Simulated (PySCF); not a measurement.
Ge(Cl)3(SiH3) (Cl₃GeH₃Si), SMILES [SiH3][Ge]([Cl])([Cl])[Cl].

Geometry: B3LYP-D3(BJ)/def2-SVP.

The numbers are results of PBE/def2-TZVP run with PySCF, not measurements.

Symmetry labels are those of the subgroup Cs that the program uses (full group C3v).

Computed valence orbital energies around the gap with their symmetry:
| orbital | symmetry | energy (eV) |
|---|---|---|
| HOMO−7 | A" | -9.39 |
| HOMO−6 | A' | -9.39 |
| HOMO−5 | A" | -8.34 |
| HOMO−4 | A' | -8.34 |
| HOMO−3 | A' | -7.94 |
| HOMO−2 | A" | -7.94 |
| HOMO−1 | A" | -7.72 |
| HOMO | A' | -7.50 |
| LUMO | A' | -2.67 |
| LUMO+1 | A" | -1.62 |
| LUMO+2 | A' | -1.62 |
| LUMO+3 | A' | -0.48 |
